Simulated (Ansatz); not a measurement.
Ansatz (an electronic-structure program) input (CCSD(T)/6-31G):

Ansatz 0.2 input:
```yaml
crystal:
  periodic: [false, false, false]
  atoms:
    - {symbol: C, position_ang: [2.39136684, -1.05347157, -0.15446007]}
    - {symbol: C, position_ang: [1.19724720, -0.28475708, 0.41359771]}
    - {symbol: C, position_ang: [1.64023384, 1.09746047, 0.93584827]}
    - {symbol: C, position_ang: [0.09845895, -0.16664148, -0.59152646]}
    - {symbol: C, position_ang: [-1.25643562, 0.38028351, -0.27618040]}
    - {symbol: C, position_ang: [-1.84721419, -0.19381079, 1.01964175]}
    - {symbol: C, position_ang: [-2.21966158, 0.17494839, -1.44829807]}
    - {symbol: H, position_ang: [2.81715714, -0.52407281, -1.01101270]}
    - {symbol: H, position_ang: [2.09450862, -2.04885552, -0.48937285]}
    - {symbol: H, position_ang: [3.17897153, -1.16648949, 0.59307498]}
    - {symbol: H, position_ang: [0.82117615, -0.84273758, 1.28076587]}
    - {symbol: H, position_ang: [2.04351012, 1.70316071, 0.12093887]}
    - {symbol: H, position_ang: [2.41651476, 0.99072683, 1.69717500]}
    - {symbol: H, position_ang: [0.80613220, 1.64337858, 1.37896076]}
    - {symbol: H, position_ang: [0.36013589, -0.28383917, -1.63859332]}
    - {symbol: H, position_ang: [-1.16112995, 1.46935260, -0.12266830]}
    - {symbol: H, position_ang: [-2.82930180, 0.24057898, 1.21620596]}
    - {symbol: H, position_ang: [-1.21360021, 0.01349653, 1.88259654]}
    - {symbol: H, position_ang: [-1.96484916, -1.27728436, 0.94090376]}
    - {symbol: H, position_ang: [-3.18828671, 0.63638396, -1.24675296]}
    - {symbol: H, position_ang: [-1.82136645, 0.61249181, -2.36586888]}
    - {symbol: H, position_ang: [-2.38354459, -0.89035983, -1.62808906]}
basis:
  gaussian:
    orbitals: 6-31G
magnetization: {spin_polarized: true, initial_magnetization: 1}
correlation: {method: ccsd_t, electrons: outside_noble_gas}
```

Output:

```
Functional definition: HF
integrals: 0.25 GiB planned
1369 factors; integrals over basis functions are off by at most 2.0e-4 eV
0.39 GiB of device memory are held for the factors and their scratch space
mean field: 0.50 GiB planned
mean field evaluation 1: about -7443.0004 eV, gradient 2.4e1 eV
mean field evaluation 2: about -7442.9930 eV, gradient 2.4e1 eV
mean field evaluation 4: about -7446.6484 eV, gradient 2.5e0 eV
mean field evaluation 8: about -7446.7113 eV, gradient 5.5e-4 eV
mean field evaluation 16: about -7446.7208 eV, gradient 3.3e-1 eV
mean field -7446.71065977 eV, -273.6615691846 hartree, gradient 7.8e-6 eV, S^2 0.764623; 1 other end points of the search recorded, 0 dependent functions left out
7 core orbitals not correlated
reference -7446.71065977 eV, -273.6615691846 hartree; 22, 21 occupied and 64, 65 virtual orbitals, 1369 factors
second order -16.97324504 eV of doubles, -0.00000000 eV of singles
coupled cluster: 1.53 GiB planned
cycle   1  -18.56610789 eV  change    -1.6e0 eV  update   9.6e-2
cycle   2  -19.28254900 eV  change   -7.2e-1 eV  update   3.4e-2
cycle   3  -19.38318639 eV  change   -1.0e-1 eV  update   1.1e-2
cycle   4  -19.38881570 eV  change   -5.6e-3 eV  update   3.8e-3
cycle   5  -19.38953122 eV  change   -7.2e-4 eV  update   1.5e-3
cycle   6  -19.38953743 eV  change   -6.2e-6 eV  update   5.2e-4
cycle   7  -19.38945288 eV  change    8.5e-5 eV  update   1.9e-4
cycle   8  -19.38945525 eV  change   -2.4e-6 eV  update   6.3e-5
cycle   9  -19.38945172 eV  change    3.5e-6 eV  update   2.5e-5
perturbative correction -0.45672183 eV, -0.0167842177 hartree
Total energy: -7466.55683332 eV, -274.3909026105 hartree
```

It need not be the lowest isomer of its formula.
